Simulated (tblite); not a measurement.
MoO₃, charge +1, doublet, at a GFN2-xTB geometry (such geometries of metal compounds can be far from the true shape) (the multiplicity is a formal guess); IPEA1-xTB (tblite).

Input for tblite:
```
$ tblite run mol.xyz --method ipea1 --charge 1 --spin 1 --json tblite.json --no-restart

# file mol.xyz
4

Mo     0.00000000    -0.00000000    -0.00000000
O     -1.13555064    -1.19952535    -0.09964600
O     -0.10119083     1.31969514    -0.99319224
O      1.23674147    -0.12016978     1.09283824
```

It wrote (shortened):

```
xTB calculator
 | screened Coulomb repulsion
 | Coulomb electrostatics
 |  * isotropic Klopman-Ohno-Mataga-Nishimoto electrostatics
 |  * onsite third-order electrostatics
 | DFT-D3(BJ) dispersion correction

halogen bonding energy    0.0000000000000E+00 Eh
repulsion energy          8.8350523371898E-02 Eh
dispersion energy        -1.0156980211046E-03 Eh
number of electrons       2.3000000000000E+01 e
integral cutoff           4.0000000000000E+01 bohr

------------------------------------------------------------
  cycle        total energy    energy error   density error
------------------------------------------------------------
      1     -14.99087443878  -1.5078209E+01   1.2854925E+00
      2     -15.67189654265  -6.8102210E-01   3.8116378E-01
      3     -15.67513167263  -3.2351300E-03   2.2741808E-01
      4     -15.67522790780  -9.6235162E-05   2.3876376E-02
      5     -15.67565593076  -4.2802296E-04   6.8114415E-03
      6     -15.67568427340  -2.8342647E-05   9.5964619E-04
      7     -15.67568499664  -7.2323949E-07   4.8854692E-05
      8     -15.67568500186  -5.2148650E-09   2.5075674E-05
      9     -15.67568500262  -7.5631235E-10   7.2608198E-06
------------------------------------------------------------

electronic energy        -1.5763019827966E+01 Eh
total energy             -1.5675685002615E+01 Eh

Post processing:
 | Mayer-Wiberg bond orders

[Info] JSON dump of results written to 'tblite.json'
```
